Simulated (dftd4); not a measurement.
CH₃Li, triplet, geometry from GFN2-xTB (such geometries of metal compounds can be far from the true shape) (a higher spin typed on purpose: for a closed-shell molecule this is an excited state); D4 for pbe0 (dftd4).

The dftd4 input:
```
$ dftd4 mol.xyz --func pbe0 --charge 0 --json dftd4.json --noedisp --property

# file mol.xyz
5

Li    -1.23887728    -0.72065170    -1.08817184
C      0.39245825     0.22741334     0.34480302
H      0.73948266    -0.69510978     0.75974111
H     -0.31757013     0.81213558     0.89022386
H      0.93996981     0.68044928    -0.45426758
```

Q: What does dftd4 print? Leave out banner, timings and long lists.

A: 
```
                    ____  _____ _____     ____  _  _
      -------------|  _ \|  ___|_   _|---|  _ \| || |------------
     |             | | | | |_    | | ___ | | | | || |_           |
     |             | |_| |  _|   | ||___|| |_| |__   _|          |
     |             |____/|_|     |_|     |____/   |_|            |
     |             ===================================           |
     |            E. Caldeweyher, S. Ehlert & S. Grimme          |
     |          Mulliken Center for Theoretical Chemistry        |
     |                    University of Bonn                     |
      -----------------------------------------------------------

Rational (Becke-Johnson) damping: pbe0-D4-ATM
---------------------
  s6         1.0000
  s8         1.2007
  s9         1.0000
  a1         0.4009
  a2         5.0293
 alp        16.0000
--------------------

Atomic data, radii in Ångström:
------------------------------------------------------
   Z          R(cov)      r4/r2   hardness         EN
------------------------------------------------------
   3 Li       1.6000     2.6564     0.1745     0.9800
   6 C        1.0000     1.6431     0.4220     2.5500
   1 H        0.4267     1.0622     0.4726     2.2000
------------------------------------------------------

Atomic reference systems (in atomic units):
----------------------------------------------------------------------------
   Z        #      CN     q+Z       C6(AA)   #      CN     q+Z       C6(AA)
----------------------------------------------------------------------------
   3 Li     1  0.0000  3.0000    1258.4415   2  0.8020  3.3706      34.7439
            3  4.5570  3.5023       6.4750
   6 C      1  0.0000  6.0000      49.3833   2  0.9189  5.8288      52.1688
            3  1.9079  5.8579      35.6972   4  2.8312  5.7775      35.8445
            5  3.7487  5.7435      28.6317   6  2.9183  5.8956      32.2504
            7  0.8556  6.2103      25.6194
   1 H      1  0.0000  1.0000       7.6362   2  0.8942  1.0000       3.0374
----------------------------------------------------------------------------

Atomic properties (in atomic units):
----------------------------------------------------------------------------
     #    Z              CN          q      C6(AA)        C8(AA)   alpha(0)
----------------------------------------------------------------------------
     1    3 Li       0.6354     0.5466     64.5137     4877.0603    28.3933
     2    6 C        3.4143    -0.5559     42.3414     1224.5857    10.0186
     3    1 H        0.9267     0.0044      2.9816       36.0420     2.7002
     4    1 H        0.9269     0.0025      3.0151       36.4477     2.7153
     5    1 H        0.9269     0.0025      3.0151       36.4477     2.7153
----------------------------------------------------------------------------

Molecular properties (in atomic units):
----------------------------------------
 molecular C6                 331.6000
 molecular C8               12810.0567
----------------------------------------

Dispersion energy:      -1.3192946841176E-03 Eh

[Info] JSON dump of results written to 'dftd4.json'
```
